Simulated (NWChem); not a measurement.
Ionisation of H₃N₂

SMILES: N[NH]
```xyz
5

N      0.6511    -0.3566     0.0959
N     -0.5470     0.1891    -0.1233
H      1.3245     0.4159     0.0242
H     -0.7248     1.1746     0.0674
H     -1.3289    -0.4182     0.1002
```
Charge 0, spin multiplicity 2.

Program: NWChem. All single points use one geometry, from UPBE0/def2-SVP, a minimum by its harmonic frequencies. It is one conformer; others weren't searched.

Basis set: def2-TZVP. −ε marks an orbital energy of the parent.

B3LYP has NWChem's definition, with VWN1-RPA local correlation. The structure started from a generated list of species. The stability of the SCF solutions was not checked. Open-shell Hartree-Fock references start from PBE0 orbitals.

Task: Order these methods by the first vertical ionisation energy they give, lowest first: −ε(alpha HOMO) of B3LYP, −ε(alpha HOMO) of PBE, −ε(alpha HOMO) of M06-2X, −ε(alpha HOMO) of HF.

Result: −ε(alpha HOMO) of PBE (3.74 eV), −ε(alpha HOMO) of B3LYP (5.13 eV), −ε(alpha HOMO) of M06-2X (6.80 eV), −ε(alpha HOMO) of HF (9.70 eV)
